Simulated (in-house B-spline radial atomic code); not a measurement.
Configurations of the sulfur ion S⁺, with energies counted from [Ne] 3s2 3p3. All numbers are computed (Dirac-Hartree-Fock, average of configuration; Fermi nucleus of rms radius 3.2611 fm) with a radial B-spline atomic code at the basis-set limit, not measured. Energies include first-order Breit, QED and recoil terms.

Occupations are held fixed; configurations that lie above the ionisation limit could autoionise.

```
   configuration  E - E(ref) (eV)  highest orbital  its <r> (bohr)
[Ne] 3s2 3p2 4s1            12.15            4s1/2           4.588
[Ne] 3s2 3p2 5f1           19.139            5f5/2           15.64
[Ne] 3s2 3p2 6f1           19.807            6f5/2           23.85
[Ne] 3s2 3p2 7f1            20.21            7f5/2           33.57
[Ne] 3s1 3p3 5d1           30.673            5d5/2           14.42
[Ne] 3s1 3p3 7d1           31.989            7d5/2           31.28
```

Q: Order these further configurations by energy, lowest first.
A. [Ne] 3s2 3p2 5d1
B. [Ne] 3s2 3p2 3d1
C. [Ne] 3s2 3p2 6g1
D. [Ne] 3s2 3p2 7d1
E. [Ne] 3s1 3p3 6g1

A: B (13.533 eV), A (18.797 eV), C (19.813 eV), D (20.09 eV), E (31.722 eV).

Q: How far above the reference does [Ne] 3s2 3p2 7g1 lie?

A: 20.214 eV; its least bound orbital is 7g9/2 with <r> = 31.74 bohr.

Q: How far above the reference does [Ne] 3s2 3p2 7s1 lie?

A: 19.509 eV; its least bound orbital is 7s1/2 with <r> = 22.54 bohr.
